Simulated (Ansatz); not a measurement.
Geometry optimisation, Ansatz 0.2.0, RKS PBE/def2-SVP.

Input file:

```yaml
crystal:
  periodic: [false, false, false]
  atoms:
    - { symbol: B, position_ang: [-0.053759, -0.414744, 0.227024] }
    - { symbol: O, position_ang: [-0.806126, -0.894734, 1.288313] }
    - { symbol: H, position_ang: [-1.744247, -0.977336, 1.033416] }
    - { symbol: F, position_ang: [1.265137, -0.32945, 0.385759] }
    - { symbol: Cl, position_ang: [-0.767979, -0.134561, -1.375543] }
    - { symbol: O, position_ang: [-0.356884, 1.872977, 1.438807] }
    - { symbol: C, position_ang: [0.865573, 2.508684, 1.796695] }
    - { symbol: H, position_ang: [1.726638, 1.798502, 1.840461] }
    - { symbol: H, position_ang: [1.084683, 3.261885, 1.0103] }
    - { symbol: H, position_ang: [0.789392, 3.045721, 2.77201] }
    - { symbol: H, position_ang: [-0.530229, 1.146556, 2.090557] }
basis:
  gaussian: { orbitals: def2-SVP }
hamiltonian:
  xc: pbe
relax:
  f_tol: 0.03
  max_steps: 50
```

Run as:

```bash
$ ansatz run input.yaml --threads 4 --pin off --max-ram 5120MiB --backend cpu --events-out ev --progress --plain --runs-dir out
```

Q: Where does it end, and by what steps?

A: The forces met the threshold. The force dipped under the threshold on the way, but the program's further checks kept it going. After 12 steps the energy has fallen by 0.141 eV; Cl5 moved furthest, 0.90 Å.

```csv
step,energy less start (eV),largest force component (eV/Å),accepted
0,0.0000,0.592,yes
1,-0.0168,0.282,yes
2,-0.0289,0.211,yes
3,-0.0408,0.179,yes
4,-0.0605,0.796,yes
5,-0.0859,0.366,yes
6,-0.1190,0.263,yes
7,-0.1232,0.628,yes
8,-0.1347,0.266,yes
9,-0.1367,0.165,yes
10,-0.1403,0.035,yes
11,-0.1408,0.021,yes
12,-0.1413,0.027,yes
```

```xyz
11
Properties=species:S:1:pos:R:3
B -0.054 -0.073 0.555
O -0.942 -0.960 1.146
H -1.812 -0.917 0.713
F 1.270 -0.355 0.722
Cl -0.496 0.668 -1.068
O -0.217 1.355 1.649
C 0.808 2.364 1.593
H 1.806 1.941 1.827
H 0.804 2.735 0.552
H 0.557 3.192 2.285
H -0.253 0.934 2.534
```

Whether the end is a true minimum wasn't checked by a vibrational analysis.

Time of the run: 19 s on 4 threads of Intel(R) Xeon(R) Platinum 8259CL CPU @ 2.50GHz (Skylake/Cascade Lake), on a shared host, peak memory 0.2 GiB.
